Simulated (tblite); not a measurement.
Compound: C3H10GeO2Si.
Bonds: O1–Si2, Si2–O3, Si2–Ge4, Ge4–C5, C5–C6, C6–C7, C5–C7. Hydrogens: H8 on O1; H9 on Si2; H10 on O3; H11, H12 on Ge4; H13 on C5; H14, H15 on C6; H16, H17 on C7.

Computed with GFN2-xTB (tblite), gas phase: L-BFGS steps from a force-field or distance-geometry start until the largest atomic force falls under 0.01 eV/Å.

Step 38: E = -636.2044 eV
```
atom  x, y, z in Å  |  force x, y, z in eV/Å
O1      2.2939    1.9316    0.7903   -0.002  -0.015  -0.010
Si2     1.8078    0.3913    0.7183    0.055   0.036  -0.022
O3      3.1248   -0.4933    0.3421    0.012   0.025   0.003
Ge4     0.1990    0.4352   -0.9631   -0.013  -0.001  -0.009
C5     -1.5086   -0.3872   -0.4479   -0.025  -0.012  -0.016
C6     -1.6021   -1.2300    0.7930    0.014  -0.017  -0.031
C7     -2.2184    0.1251    0.7727    0.019   0.029  -0.019
H8      3.1323    2.1526    1.1872    0.008  -0.012   0.008
H9      1.3542   -0.0412    2.0444   -0.015  -0.016   0.021
H10     3.0517   -1.4068    0.0858   -0.023   0.009   0.009
H11     0.6221   -0.2484   -2.2537   -0.013  -0.007   0.038
H12    -0.1150    1.8336   -1.4359   -0.025  -0.033  -0.007
H13    -2.1508   -0.6997   -1.2630    0.003   0.024  -0.010
H14    -2.2569   -2.0889    0.7831   -0.005  -0.022  -0.004
H15    -0.7100   -1.3712    1.3865    0.011  -0.022   0.017
H16    -3.2954    0.2027    0.7580   -0.009   0.003  -0.012
H17    -1.7356    0.9063    1.3419    0.008   0.030   0.045
```

Step 39: E = -636.2049 eV
```
atom  x, y, z in Å  |  force x, y, z in eV/Å
O1      2.2952    1.9342    0.7920    0.003  -0.007  -0.013
Si2     1.8081    0.3945    0.7190    0.049   0.030  -0.017
O3      3.1239   -0.4910    0.3416    0.019   0.019  -0.001
Ge4     0.1992    0.4353   -0.9617   -0.011   0.000  -0.021
C5     -1.5085   -0.3876   -0.4478   -0.032   0.011  -0.009
C6     -1.6050   -1.2314    0.7919    0.022  -0.024  -0.035
C7     -2.2185    0.1255    0.7723    0.015   0.003   0.017
H8      3.1357    2.1516    1.1864    0.010  -0.006   0.008
H9      1.3576   -0.0367    2.0459   -0.023  -0.022   0.027
H10     3.0490   -1.4036    0.0825   -0.022   0.010   0.009
H11     0.6246   -0.2536   -2.2492   -0.013  -0.006   0.039
H12    -0.1127    1.8321   -1.4424   -0.027  -0.041  -0.001
H13    -2.1506   -0.6965   -1.2643    0.001   0.020  -0.009
H14    -2.2597   -2.0905    0.7797   -0.016  -0.012  -0.008
H15    -0.7141   -1.3776    1.3860    0.014  -0.007   0.015
H16    -3.2956    0.2043    0.7609   -0.004   0.002  -0.028
H17    -1.7356    0.9030    1.3469    0.014   0.028   0.026
```

Step 40: E = -636.2054 eV
```
atom  x, y, z in Å  |  force x, y, z in eV/Å
O1      2.2967    1.9368    0.7933    0.013   0.006  -0.014
Si2     1.8092    0.3978    0.7194    0.023   0.012  -0.003
O3      3.1237   -0.4887    0.3410    0.025   0.012  -0.005
Ge4     0.1991    0.4354   -0.9608   -0.004  -0.001  -0.016
C5     -1.5087   -0.3877   -0.4479   -0.025   0.033   0.002
C6     -1.6073   -1.2332    0.7904    0.020  -0.021  -0.027
C7     -2.2183    0.1260    0.7722    0.009  -0.023   0.048
H8      3.1390    2.1505    1.1860    0.011   0.001   0.008
H9      1.3604   -0.0332    2.0478   -0.023  -0.020   0.014
H10     3.0462   -1.4006    0.0800   -0.019   0.013   0.010
H11     0.6263   -0.2583   -2.2446   -0.010  -0.009   0.032
H12    -0.1117    1.8300   -1.4487   -0.029  -0.041   0.002
H13    -2.1504   -0.6932   -1.2658   -0.005   0.016  -0.008
H14    -2.2624   -2.0923    0.7764   -0.020   0.002  -0.011
H15    -0.7174   -1.3837    1.3859    0.010   0.007   0.004
H16    -3.2958    0.2060    0.7631    0.010   0.000  -0.038
H17    -1.7354    0.9007    1.3519    0.014   0.015   0.003
```

Step 41: E = -636.2058 eV
```
atom  x, y, z in Å  |  force x, y, z in eV/Å
O1      2.2984    1.9394    0.7944    0.023   0.016  -0.012
Si2     1.8106    0.4011    0.7196   -0.008  -0.009   0.013
O3      3.1241   -0.4863    0.3403    0.025   0.010  -0.007
Ge4     0.1989    0.4354   -0.9603    0.006  -0.006   0.002
C5     -1.5094   -0.3873   -0.4479   -0.009   0.044   0.012
C6     -1.6090   -1.2352    0.7885    0.011  -0.012  -0.012
C7     -2.2180    0.1260    0.7731    0.003  -0.041   0.061
H8      3.1421    2.1493    1.1859    0.012   0.009   0.007
H9      1.3625   -0.0305    2.0497   -0.018  -0.014  -0.008
H10     3.0434   -1.3976    0.0783   -0.014   0.011   0.010
H11     0.6277   -0.2628   -2.2398   -0.005  -0.015   0.019
H12    -0.1116    1.8272   -1.4546   -0.031  -0.034   0.002
H13    -2.1503   -0.6899   -1.2674   -0.012   0.014  -0.004
H14    -2.2653   -2.0939    0.7732   -0.018   0.016  -0.014
H15    -0.7203   -1.3891    1.3859    0.003   0.017  -0.013
H16    -3.2958    0.2075    0.7643    0.023  -0.003  -0.040
H17    -1.7349    0.8988    1.3565    0.011  -0.004  -0.018
```

Task: Estimate the geometry and energy of step 42. (The exact step hangs on the optimiser's Hessian estimate; all steps are aligned on step 41, rigid shifts and turns removed.)

Result: E = -636.2063 eV, largest force 0.070 eV/Å
```
atom  x, y, z in Å  |  force x, y, z in eV/Å
O1      2.3007    1.9426    0.7952    0.031   0.020  -0.009
Si2     1.8122    0.4048    0.7202   -0.034  -0.024   0.027
O3      3.1249   -0.4833    0.3395    0.018   0.007  -0.008
Ge4     0.1988    0.4353   -0.9595    0.013  -0.012   0.027
C5     -1.5105   -0.3859   -0.4477    0.012   0.042   0.021
C6     -1.6108   -1.2378    0.7860   -0.001   0.002   0.006
C7     -2.2175    0.1251    0.7753   -0.003  -0.045   0.053
H8      3.1460    2.1482    1.1857    0.011   0.016   0.005
H9      1.3645   -0.0275    2.0518   -0.011  -0.007  -0.031
H10     3.0397   -1.3939    0.0760   -0.007   0.011   0.010
H11     0.6293   -0.2686   -2.2338   -0.001  -0.022   0.003
H12    -0.1118    1.8234   -1.4611   -0.032  -0.021   0.000
H13    -2.1504   -0.6856   -1.2692   -0.018   0.018   0.008
H14    -2.2691   -2.0954    0.7692   -0.012   0.027  -0.017
H15    -0.7236   -1.3950    1.3856   -0.002   0.021  -0.030
H16    -3.2954    0.2091    0.7649    0.029  -0.007  -0.033
H17    -1.7341    0.8965    1.3616    0.007  -0.024  -0.033
```

The energy changes by -0.0005 eV. The first-order estimate −F·Δx gives -0.0007 eV and the mean of the old and new forces, exact on a quadratic surface, -0.0005 eV. The step makes an angle of 75° with the force vector and moves no atom by more than 0.008 Å.

The cost below is that of the whole relaxation. Time: 0.83 s of wall time. Hardware: an Arm Neoverse V1 with one thread, shared host with 32 logical CPUs at a one-minute load of 20.
